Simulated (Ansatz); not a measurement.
System: CuBr, charge 0, multiplicity 1. 
Structure (B3LYP-D3(BJ)/def2-TZVP (Ansatz, a program for electronic structure) minimum search):
```
Cu
Br 1 2.2259
```
Charge 0, spin multiplicity 1.

Computed values are from Ansatz. Valence correlation only, unless marked. UHF or UKS for open shells. No spin-orbit coupling. The frozen core is the preceding noble-gas configuration, with the filled d and f shells of earlier blocks. No relativistic terms. Basis-set limits of correlation are two-point, X^-3; Hartree-Fock from the larger set.

The T1 diagnostic of CCSD in the largest basis is 0.026, which is high, so the coupled-cluster rows are less sure than usual.

Task: What is the atomisation energy De at CCSD(T)/CBS(def2-TZVPPD,def2-QZVPPD)?

Result: 80.1 kcal/mol.

Task: What is the dipole moment at CCSD(T)/def2-SVPD?

Result: 6.07 D.

Task: What is the total energy at CCSD(T)/CBS(def2-TZVPPD,def2-QZVPPD)?

Result: -4212.2135 Eh.

Task: What is the vertical ionisation energy (to the doublet) at CCSD(T)/CBS(def2-TZVPPD,def2-QZVPPD)?

Result: 9.80 eV.
